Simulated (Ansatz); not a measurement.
Job for Ansatz (a quantum-chemistry and plane-wave program): R-PBE/def2-TZVPPD on C4H8 (a complex), monomers drawn apart or pushed together. Files ending in .json are basis or fitting sets from the Basis Set Exchange.

Ansatz 0.2 input:
```yaml
crystal:
  periodic: [false, false, false]
  atoms:
    - {symbol: C, position_ang: [0.42229757, -0.24328049, -0.58113659]}
    - {symbol: C, position_ang: [-0.33587133, 0.00520841, 0.31109152]}
    - {symbol: H, position_ang: [1.09553213, -0.46375577, -1.37326245]}
    - {symbol: H, position_ang: [-1.00565897, 0.22474297, 1.10641608]}
    - {symbol: C, position_ang: [-0.76344559, 0.28021189, 4.40911863]}
    - {symbol: C, position_ang: [0.70796015, -0.12355897, 4.38566747]}
    - {symbol: H, position_ang: [-0.92584699, 1.22191306, 3.87938832]}
    - {symbol: H, position_ang: [-1.12435709, 0.41660468, 5.43034140]}
    - {symbol: H, position_ang: [-1.39223581, -0.48147913, 3.94199323]}
    - {symbol: H, position_ang: [1.06665594, -0.25914578, 3.36396697]}
    - {symbol: H, position_ang: [0.86794047, -1.06196717, 4.92007364]}
    - {symbol: H, position_ang: [1.33309005, 0.63660625, 4.85805918]}
basis:
  gaussian:
    orbitals: def2-TZVPPD.json
hamiltonian:
  xc: {name: PBE}
scf: {lower_state_search: off}
```

Program output:

```
WARN ansatz: RAYON_NUM_THREADS=1 ignored (pool sized by the plan → 1); use --threads N
Functional definition: PBE
these checks for a lower state are left out or cut short: stability, starts, cluster_reference, orbital_swaps, neighbouring_geometries, increment
integrals: 0.15 GiB planned
1168 factors; their error is unknown
mean field: 1.41 GiB planned
mean field evaluation 1: about -4254.6693 eV, gradient 8.5e1 eV
mean field evaluation 2: about -4228.8111 eV, gradient 1.2e2 eV
mean field evaluation 4: about -4271.7210 eV, gradient 7.3e0 eV
mean field evaluation 8: about -4271.8457 eV, gradient 1.9e-1 eV
mean field evaluation 16: about -4271.7999 eV, gradient 2.7e-4 eV
mean field -4271.79990933 eV, -156.9857511378 hartree, gradient 4.9e-6 eV, S^2 0.000000; 0 other end points of the search recorded, 0 dependent functions left out
reference -4271.79996184 eV, -156.9857530677 hartree; 16, 16 occupied and 268, 268 virtual orbitals, 1168 factors
Total energy: -4271.79996184 eV, -156.9857530677 hartree
Checks for a lower state left out: stability, starts, cluster_reference, orbital_swaps, neighbouring_geometries, increment
```

The calculation finished and met its thresholds.

Cost: roughly 1.8 core-seconds.
